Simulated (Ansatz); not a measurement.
Ansatz (a first-principles code) input (B2PLYP/def2-TZVPD):

Ansatz 0.2 input:
```yaml
crystal:
  periodic: [false, false, false]
  atoms:
    - {symbol: C, position_ang: [-2.62126508, -0.81975697, -0.00322764]}
    - {symbol: C, position_ang: [-1.27002724, -1.28888369, -0.52900788]}
    - {symbol: C, position_ang: [-0.05634117, -0.71193143, 0.19735660]}
    - {symbol: Se, position_ang: [0.05567301, 1.27228758, 0.00155369]}
    - {symbol: C, position_ang: [1.24579639, -1.39936199, -0.20932525]}
    - {symbol: C, position_ang: [2.45827676, -1.04281678, 0.64222353]}
    - {symbol: H, position_ang: [-2.73049594, -1.05882951, 1.05761528]}
    - {symbol: H, position_ang: [-3.43585359, -1.30869490, -0.53999393]}
    - {symbol: H, position_ang: [-2.73628909, 0.25805434, -0.11577416]}
    - {symbol: H, position_ang: [-1.18496692, -1.06800557, -1.59733311]}
    - {symbol: H, position_ang: [-1.21046665, -2.37973660, -0.43929549]}
    - {symbol: H, position_ang: [-0.19824043, -0.81935814, 1.27694356]}
    - {symbol: H, position_ang: [0.23921438, 1.22403415, -1.45954749]}
    - {symbol: H, position_ang: [1.44949231, -1.18369356, -1.26257560]}
    - {symbol: H, position_ang: [1.07185104, -2.47996086, -0.14928417]}
    - {symbol: H, position_ang: [2.27819131, -1.27877786, 1.69406304]}
    - {symbol: H, position_ang: [3.33575210, -1.60605894, 0.32046572]}
    - {symbol: H, position_ang: [2.69029106, 0.01975490, 0.57377474]}
basis:
  gaussian:
    orbitals: def2-TZVPD
hamiltonian:
  xc: {name: B2PLYP}
total_charge: 1
magnetization: {spin_polarized: true, initial_magnetization: 1}
correlation: {electrons: outside_noble_gas}
```

End of the output:

```
2453 factors; integrals over basis functions are off by at most 1.1e-3 eV
0.57 GiB of the device are held for the grids
2.89 GiB of device memory are held for the factors and their scratch space
mean field: 4.51 GiB planned
mean field evaluation 1: about -70682.0566 eV, gradient 5.8e1 eV
mean field evaluation 2: about -70682.0950 eV, gradient 5.8e1 eV
mean field evaluation 4: about -70697.5438 eV, gradient 1.4e1 eV
mean field evaluation 8: about -70698.6735 eV, gradient 1.0e0 eV
mean field evaluation 16: about -70698.6852 eV, gradient 4.1e-3 eV
mean field evaluation 32: about -70694.8037 eV, gradient 7.2e0 eV
mean field -70698.68523339 eV, -2598.1287610369 hartree, gradient 6.4e-6 eV, S^2 0.756708; 0 other end points of the search recorded, 0 dependent functions left out
19 core orbitals not correlated
reference -70698.68543477 eV, -2598.1287684377 hartree; 19, 18 occupied and 312, 313 virtual orbitals, 2453 factors
second order -32.49031698 eV of doubles, -0.00000000 eV of singles
Total energy: -70707.45782036 eV, -2598.4511476618 hartree
```

This state (charge 1, doublet) is run at the relaxed geometry of the species with charge 0 and multiplicity 1.
